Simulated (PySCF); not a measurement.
**Spinor energies of Ni⁺ (nickel, charge +1)**

Start: [Ar] 3d9; 3d3/2 filled at m_j = -1/2, +1/2, +3/2; 3d5/2 filled at m_j = -5/2, -3/2, -1/2, +1/2, +3/2, +5/2. Calculated with PySCF 2.14 in x2c-TZVPall-2c: generalised Hartree-Fock with the X2C-1e Hamiltonian and a Gaussian nucleus; one run each with spin-orbit coupling (SO) screened by Boettger's factors, then bare. This is a chosen level, not necessarily the ground level.

```
spinor shell  electrons  ε, screened SO (eV)  ε, bare SO (eV)  weight of nominal j (bare SO)  rms radius, bare SO (bohr)
       1s1/2          2              -8405.3          -8405.3                          1.000                      0.0624
       2s1/2          2              -1052.9          -1052.9                          1.000                       0.265
       2p1/2          2              -913.96          -914.93                          1.000                       0.236
       3s1/2          2              -138.43          -138.44                          1.000                       0.800
       3p1/2          2              -93.108          -93.217                          0.947                       0.850
       3p3/2          4              -92.502          -92.466                          0.974                       0.861
       3d3/2          3              -20.657          -20.694                          0.688                        1.20
       3d5/2          6              -20.857          -20.838                          0.843                        1.20
```

Q: Where does 2p3/2 lie, and what is the 2p spin-orbit splitting (bare SO)?

A: At -896.13 eV, 18.805 eV above 2p1/2.

| quantity | screened SO | bare SO |
| --- | --- | --- |
| E (hartree) | -1518.79347 | -1518.79632 |
| M_J | 3/2 | 3/2 |
| ⟨J²⟩ | 3.805 | 3.780 |
| ⟨L²⟩ | 6.009 | 6.009 |
| ⟨S²⟩ | 0.753 | 0.754 |

Each row is a mean over spinors that exchange with the open shell spreads, by up to 5.726 eV (3p1/2).

Rows whose weight is well below 1 are mixtures of j = l ± 1/2: exchange outweighs spin-orbit coupling there, and the label is only the starting occupation.
